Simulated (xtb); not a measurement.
1-(chloromethyl)-1-fluorocyclopropane (C4H6ClF), SMILES FC1(CCl)CC1. All values are semi-empirical tight-binding results from xtb (GFN2-xTB unless named), good for trends rather than for accurate numbers. The structure is a stationary point at GFN2-xTB. The values are those of a single conformer.

Computed properties:
* **orbital gap**: 6.59 eV
* **dipole moment**: 2.91 D
* **zero-point energy**: 56.7 kcal/mol
* **G − E(el) at 298.15 K (modified RRHO)**: 37.4 kcal/mol
* **static polarisability (D4 model)**: 59.2 bohr³
* **solvation energy, GFN2-xTB/ALPB(water)**: -3.8 kcal/mol
* **solvation energy, GFN2-xTB/ALPB(ether)**: -6.2 kcal/mol
